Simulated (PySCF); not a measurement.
**Shapes and spin states of TcH₃⁺**

Method: PBE0 in PySCF with Tc def2-TZVP with ECP28, H def2-TZVP; scalar-relativistic core potentials, no spin–orbit coupling; density-fitted integrals.

Relaxations began from a few typed shapes and spin states; open shells are unrestricted. The search is not exhaustive: other isomers or separated fragments can lie lower, and high-lying points may rest on an excited occupation.

**Question.** Which is the lowest minimum found?
A. broken-symmetry Ms = 1/2 (⟨S²⟩ 1.76) C3v: Tc–H 1.593 Å (×3); H–Tc–H 66.6° (×3)
B. quartet C2v: Tc–H 1.604 Å, Tc–H 1.610 Å (×2); H–Tc–H 51.9° (×2), H–Tc–H 103.7°
C. quartet D3h: Tc–H 1.620 Å (×3); H–Tc–H 120.0° (×3)
D. quartet Cs: H–H 0.947 Å, Tc–H 1.595 Å, Tc–H 1.683 Å, Tc–H 1.700 Å; H–H–Tc 72.7°, H–H–Tc 74.7°, H–Tc–H 32.5°, H–Tc–H 67.3°, H–Tc–H 99.8°
E. broken-symmetry Ms = 1/2 (⟨S²⟩ 1.64) C1: H–H 0.971 Å, Tc–H 1.588 Å, Tc–H 1.654 Å, Tc–H 1.672 Å; H–H–Tc 72.0°, H–H–Tc 74.0°, H–Tc–H 34.0°, H–Tc–H 64.9°, H–Tc–H 97.8°
F. quartet C3v: Tc–H 1.594 Å (×3); H–Tc–H 63.9° (×3)
G. broken-symmetry Ms = 1/2 (⟨S²⟩ 1.73) Cs: Tc–H 1.586 Å (×2), Tc–H 1.590 Å; H–Tc–H 55.3°, H–Tc–H 63.4° (×2)
H. broken-symmetry Ms = 1/2 (⟨S²⟩ 1.62) Cs: Tc–H 1.590 Å, Tc–H 1.600 Å (×2); H–Tc–H 51.1° (×2), H–Tc–H 100.8°

**Answer.** D. The others lie at 2.1 (quartet C3v), 4.8 (quartet C2v, a saddle point), 70.6 (broken-symmetry Ms = 1/2 C1), 73.7 (broken-symmetry Ms = 1/2 Cs, a saddle point), 84.8 (broken-symmetry Ms = 1/2 Cs), 90.7 (quartet D3h, a saddle point), 119.4 (broken-symmetry Ms = 1/2 C3v, a saddle point) kJ/mol above it.

For the lowest minimum: other spin states or occupations of the open shell can lie lower.
